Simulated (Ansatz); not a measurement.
**Molecular dynamics of CH$_{4}$F$_{2}$O$_{2}$Si**

Input file:

```yaml
crystal:
  periodic: [false, false, false]
  atoms:
    - { symbol: Si, position_ang: [-0.020742, -0.070482, 0.131444] }
    - { symbol: O, position_ang: [-0.180406, 0.181299, 1.749043] }
    - { symbol: C, position_ang: [-1.073523, -0.24143, 2.7793] }
    - { symbol: H, position_ang: [-1.706273, -1.153622, 2.472542] }
    - { symbol: H, position_ang: [-0.472193, -0.480639, 3.676712] }
    - { symbol: H, position_ang: [-1.802686, 0.603699, 3.014292] }
    - { symbol: F, position_ang: [1.58101, -0.363471, -0.362623] }
    - { symbol: F, position_ang: [-0.553468, 1.24304, -0.753042] }
    - { symbol: O, position_ang: [-0.992334, -1.38763, -0.298979] }
    - { symbol: H, position_ang: [-1.323465, -1.499372, -1.220629] }
basis:
  gaussian: { orbitals: "6-31G" }
hamiltonian:
  xc: pbe
md:
  timestep: 0.5
  n_steps: 250
  ensemble: nve
  temperature: 500.0
  initial_velocities: maxwell_boltzmann
  seed: 594553
```

Command:

```bash
$ ansatz run input.yaml --threads 1 --pin off --max-ram 2048MiB --backend cpu --events-out ev --progress --plain --runs-dir out
```

It goes on from the last frame of an earlier run, with new velocities.

Output, in part (one step line in 9, the closing report, with atoms numbered from 0):

```
md step     0: t =     0.00 fs  T =   500.0 K  F+E_penalty+E_count = -18492.53683588 eV  E_kin = 0.517040 eV  conserved = -18492.01979589 eV  (26 SCF iters)
md step     9: t =     4.50 fs  T =   382.7 K  F+E_penalty+E_count = -18492.41537662 eV  E_kin = 0.395762 eV  conserved = -18492.01961445 eV  (28 SCF iters)
md step    18: t =     9.00 fs  T =   283.5 K  F+E_penalty+E_count = -18492.31275119 eV  E_kin = 0.293155 eV  conserved = -18492.01959657 eV  (26 SCF iters)
md step    27: t =    13.50 fs  T =   316.9 K  F+E_penalty+E_count = -18492.34659075 eV  E_kin = 0.327659 eV  conserved = -18492.01893191 eV  (28 SCF iters)
md step    36: t =    18.00 fs  T =   271.9 K  F+E_penalty+E_count = -18492.29983922 eV  E_kin = 0.281129 eV  conserved = -18492.01871052 eV  (28 SCF iters)
md step    45: t =    22.50 fs  T =   260.5 K  F+E_penalty+E_count = -18492.28858578 eV  E_kin = 0.269362 eV  conserved = -18492.01922341 eV  (27 SCF iters)
md step    54: t =    27.00 fs  T =   403.3 K  F+E_penalty+E_count = -18492.43734973 eV  E_kin = 0.417006 eV  conserved = -18492.02034403 eV  (29 SCF iters)
md step    63: t =    31.50 fs  T =   453.9 K  F+E_penalty+E_count = -18492.48978699 eV  E_kin = 0.469364 eV  conserved = -18492.02042336 eV  (28 SCF iters)
md step    72: t =    36.00 fs  T =   348.7 K  F+E_penalty+E_count = -18492.37914270 eV  E_kin = 0.360543 eV  conserved = -18492.01860019 eV  (29 SCF iters)
md step    81: t =    40.50 fs  T =   366.4 K  F+E_penalty+E_count = -18492.39687466 eV  E_kin = 0.378875 eV  conserved = -18492.01800000 eV  (30 SCF iters)
md step    90: t =    45.00 fs  T =   446.6 K  F+E_penalty+E_count = -18492.48098797 eV  E_kin = 0.461780 eV  conserved = -18492.01920820 eV  (27 SCF iters)
md step    99: t =    49.50 fs  T =   442.6 K  F+E_penalty+E_count = -18492.47841847 eV  E_kin = 0.457718 eV  conserved = -18492.02070028 eV  (31 SCF iters)
md step   108: t =    54.00 fs  T =   380.5 K  F+E_penalty+E_count = -18492.41410699 eV  E_kin = 0.393485 eV  conserved = -18492.02062161 eV  (29 SCF iters)
md step   117: t =    58.50 fs  T =   268.2 K  F+E_penalty+E_count = -18492.29616313 eV  E_kin = 0.277362 eV  conserved = -18492.01880076 eV  (30 SCF iters)
md step   126: t =    63.00 fs  T =   207.3 K  F+E_penalty+E_count = -18492.23228365 eV  E_kin = 0.214347 eV  conserved = -18492.01793648 eV  (30 SCF iters)
md step   135: t =    67.50 fs  T =   270.1 K  F+E_penalty+E_count = -18492.29829563 eV  E_kin = 0.279326 eV  conserved = -18492.01897011 eV  (30 SCF iters)
md step   144: t =    72.00 fs  T =   389.7 K  F+E_penalty+E_count = -18492.42348492 eV  E_kin = 0.403014 eV  conserved = -18492.02047065 eV  (30 SCF iters)
md step   153: t =    76.50 fs  T =   455.5 K  F+E_penalty+E_count = -18492.49154603 eV  E_kin = 0.471037 eV  conserved = -18492.02050855 eV  (29 SCF iters)
md step   162: t =    81.00 fs  T =   413.9 K  F+E_penalty+E_count = -18492.44712589 eV  E_kin = 0.427957 eV  conserved = -18492.01916852 eV  (29 SCF iters)
md step   171: t =    85.50 fs  T =   414.6 K  F+E_penalty+E_count = -18492.44721052 eV  E_kin = 0.428749 eV  conserved = -18492.01846129 eV  (28 SCF iters)
md step   180: t =    90.00 fs  T =   420.5 K  F+E_penalty+E_count = -18492.45374352 eV  E_kin = 0.434789 eV  conserved = -18492.01895491 eV  (28 SCF iters)
md step   189: t =    94.50 fs  T =   341.2 K  F+E_penalty+E_count = -18492.37247716 eV  E_kin = 0.352851 eV  conserved = -18492.01962644 eV  (26 SCF iters)
md step   198: t =    99.00 fs  T =   339.9 K  F+E_penalty+E_count = -18492.37127783 eV  E_kin = 0.351438 eV  conserved = -18492.01983984 eV  (30 SCF iters)
md step   207: t =   103.50 fs  T =   326.8 K  F+E_penalty+E_count = -18492.35763117 eV  E_kin = 0.337941 eV  conserved = -18492.01968991 eV  (26 SCF iters)
md step   216: t =   108.00 fs  T =   255.5 K  F+E_penalty+E_count = -18492.28356645 eV  E_kin = 0.264207 eV  conserved = -18492.01935896 eV  (29 SCF iters)
md step   225: t =   112.50 fs  T =   272.2 K  F+E_penalty+E_count = -18492.30058037 eV  E_kin = 0.281449 eV  conserved = -18492.01913136 eV  (26 SCF iters)
md step   234: t =   117.00 fs  T =   344.6 K  F+E_penalty+E_count = -18492.37533470 eV  E_kin = 0.356358 eV  conserved = -18492.01897689 eV  (28 SCF iters)
md step   243: t =   121.50 fs  T =   385.9 K  F+E_penalty+E_count = -18492.41797760 eV  E_kin = 0.399045 eV  conserved = -18492.01893231 eV  (29 SCF iters)
md step   250: t =   125.00 fs  T =   437.0 K  F+E_penalty+E_count = -18492.47145503 eV  E_kin = 0.451854 eV  conserved = -18492.01960108 eV  (27 SCF iters)
Total energy: -18492.47148850 eV, -679.5857925552 hartree
Atom 0 at     0.000838    -0.060241     0.134618 Å, force    -0.763510    -0.853033    -0.952258 eV/Å
Atom 1 at    -0.089337     0.168431     1.787307 Å, force     0.848276     0.380263    -0.836828 eV/Å
Atom 2 at    -1.145479    -0.258716     2.643422 Å, force    -0.472641    -1.180772     1.404469 eV/Å
Atom 3 at    -0.710948     0.046186     3.627268 Å, force    -0.991968    -0.217235    -0.136576 eV/Å
Atom 4 at    -2.147067     0.212800     2.418602 Å, force     0.823196    -0.198001     0.205472 eV/Å
Atom 5 at    -1.256470    -1.401135     2.629170 Å, force     0.018020     1.224521    -0.048409 eV/Å
Atom 6 at     1.530741    -0.474163    -0.447419 Å, force     0.006214     0.386185     0.198810 eV/Å
Atom 7 at    -0.532452     1.355069    -0.611300 Å, force     0.328243     0.040317    -0.151819 eV/Å
Atom 8 at    -1.043551    -1.345514    -0.288140 Å, force     0.071210     0.115293     0.178103 eV/Å
Atom 9 at    -1.015202    -1.956578    -1.054149 Å, force     0.132961     0.302462     0.139036 eV/Å
Dipole moment:    -0.327554    -0.450435     0.104444 e Å
```

All steps were run. The conserved energy stayed within 0.2 meV per atom of its start (net change 0.02 meV per atom), so the integration is sound. A run of 0.12 ps of so small a system gives no equilibrium averages. Limits of this set-up: no polarisation functions.

The same pairs are bonded in the first frame and the last. Pairs count as bonded within 1.25 times the sum of covalent radii (0.12 Å more for H–H).

Last frame:

```xyz
10
Properties=species:S:1:pos:R:3
Si 0.001 -0.060 0.135
O -0.089 0.168 1.787
C -1.145 -0.259 2.643
H -0.711 0.046 3.627
H -2.147 0.213 2.419
H -1.256 -1.401 2.629
F 1.531 -0.474 -0.447
F -0.532 1.355 -0.611
O -1.044 -1.345 -0.288
H -1.015 -1.957 -1.054
```

Time of the run: 12 min on 1 thread of Arm Neoverse V2, on a shared host, peak memory 0.11 GiB.
